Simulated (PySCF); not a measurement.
NMR data simulated for an unnamed compound:

1H NMR (500 MHz, computed): δ 5.89 (br s, 2H), 2.39 (sept, 1H), 1.29 (d, 6H).

13C{1H} NMR (computed): δ 136.8 (C), 131.7 (C), 26.7 (CH), 20.4 (CH3).

[PySCF 2.14: coordinates at the GFN2-xTB level; NMR shieldings at PBE0/pcSseg-1/GIAO; no solvent model; one computed conformer; one averaged value for each set of equivalent atoms; non-relativistic]

δ = σ(ref) − σ, references computed at the same level: TMS for 1H, 13C.

**Question.** Which of these does the molecule contain: a CF3 group, an OH group, an NH or NH2 group, a heteroaromatic ring, an aldehyde, a (CH3)2CH unit?

**Answer.** 
- A CF3 group: yes (δC 131.7).
- An OH group: no.
- An NH or NH2 group: yes (δH 5.89 (br s)).
- A heteroaromatic ring: no.
- An aldehyde: no.
- A (CH3)2CH unit: yes (δC 20.4, 26.7; δH 1.29 (d), 2.39 (sept)).

The data belong to `C(C)(C)/C(=N\N)C(F)(F)F`, C₅H₉F₃N₂; they needn't prove each group on their own.

Carbon signals by region: 2 in the sp2 and nitrile region (100–160 ppm), 2 below 50 ppm.

Exchangeable OH/NH protons stand at their gas-phase positions; hydrogen bonding in a real sample shifts them, mostly to higher δ. Splittings by 19F in the carbon and heteronuclear signals aren't shown, as no couplings were computed. Shifts are as computed. Against solution values, carbons near 30 ppm lie about +3 ppm off and those near 130 ppm about +5 ppm. Of 1211 compounds with measured shifts, 218 miss one by over three times the rms of a fit or turn the order of signals round; such compounds aren't used in these exercises. Multiplicities follow the n + 1 count of equivalent neighbours, as no J values were calculated; m marks all less simple cases, F and P coupling included.
